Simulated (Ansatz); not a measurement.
The same path of CH4BOSb (8 atoms, charge 0, multiplicity 1) was run twice with different band settings. Lost on the way: Sb4–H8. Made: O3–H8.

The calculation used Ansatz, RKS CAM-B3LYP-D4/def2-SVP.

Relaxed end points:

```xyz
8
Properties=species:S:1:pos:R:3
B -0.363 0.597 -0.704
C 0.722 0.360 0.395
O 0.896 -1.050 0.482
Sb -0.510 -1.651 -0.869
H -0.844 1.605 -1.145
H 0.357 0.789 1.357
H 1.682 0.886 0.204
H -1.847 -1.593 0.224
```

```xyz
8
Properties=species:S:1:pos:R:3
B -0.340 0.665 -0.962
C 0.366 0.263 0.400
O 0.262 -1.204 0.445
Sb -0.945 -1.267 -1.560
H -0.424 1.778 -1.404
H -0.129 0.691 1.288
H 1.436 0.522 0.464
H -0.134 -1.504 1.273
```

Common settings: climbing image yes; spring 5.0 eV/Å²; optimiser quadratic models (default); start path through a guess of the saddle point; force threshold 0.05 eV/Å; iteration limit 60; end points relaxed.

| run | movable images |
| --- | --- |
| 1 | 7 |
| 2 | 1 |

(1) What does each run give, and how far can it be trusted?

Results:

(1) Run 1: converged after 10 iterations, highest image 1.391 eV above the first end. A vibrational analysis at the climbing image gives one clearly imaginary mode, 1341i cm⁻¹: a first-order saddle point.
Run 2: converged after 19 iterations, highest image 1.391 eV above the first end. Neighbouring images differ by up to 1.7 eV, so the band resolves the path poorly. Another band between the same ends (7 images) ends at a top of the same energy, where a vibrational analysis finds 1 clearly imaginary mode. So few images can step over the top or miss a turn of the path.
The orbitals stay closed-shell, which can raise the energy where a bond breaks towards radicals; this wasn't checked here.
